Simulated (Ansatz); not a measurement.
Geometry optimisation, RKS r2SCANh-D4/STO-3G in Ansatz.

input.yaml

```yaml
crystal:
  periodic: [false, false, false]
  atoms:
    - { symbol: Al, position_ang: [0.0, 0.0, 0.0] }
    - { symbol: O, position_ang: [0.0, 0.0, 1.78] }
    - { symbol: H, position_ang: [-0.9095, -0.2814, 2.1171] }
    - { symbol: Cl, position_ang: [1.9312, 0.0, -1.115] }
    - { symbol: "N", position_ang: [-1.6627, 0.0, -0.96] }
    - { symbol: H, position_ang: [-2.3316, -0.8164, -0.8614] }
    - { symbol: H, position_ang: [-1.9118, 0.8164, -1.5886] }
basis:
  gaussian: { orbitals: STO-3G }
hamiltonian:
  xc: r2scanh
  dispersion: d4
relax:
  f_tol: 0.02
  max_steps: 40
```

Launched with:

```bash
$ ansatz run input.yaml --threads 1 --pin off --max-ram 2048MiB --backend cpu --events-out ev --progress --plain --runs-dir out
```

**Question.** Where does it end, and by what steps?

**Answer.** It converged. Limits of this set-up: minimal basis. After 9 steps the energy has fallen by 1.338 eV; H7 moved furthest, 0.78 Å.

| step | energy less start (eV) | largest force component (eV/Å) | accepted |
| --- | --- | --- | --- |
| 0 | 0.0000 | 3.359 | yes |
| 1 | -0.9809 | 1.261 | yes |
| 2 | -1.1545 | 1.483 | yes |
| 3 | -1.2475 | 0.854 | yes |
| 4 | -1.3058 | 0.411 | yes |
| 5 | -1.3283 | 0.356 | yes |
| 6 | -1.3347 | 0.183 | yes |
| 7 | -1.3368 | 0.050 | yes |
| 8 | -1.3375 | 0.023 | yes |
| 9 | -1.3376 | 0.004 | yes |

```xyz
7
Properties=species:S:1:pos:R:3
Al -0.070 0.009 0.009
O 0.043 -0.253 1.679
H -0.917 -0.403 1.975
Cl 1.692 0.363 -1.027
N -1.539 0.002 -0.879
H -2.480 -0.160 -0.492
H -1.612 0.160 -1.894
```

The run took 31 s on 1 thread of Arm Neoverse V1 (shared host), peak memory 0.16 GiB.
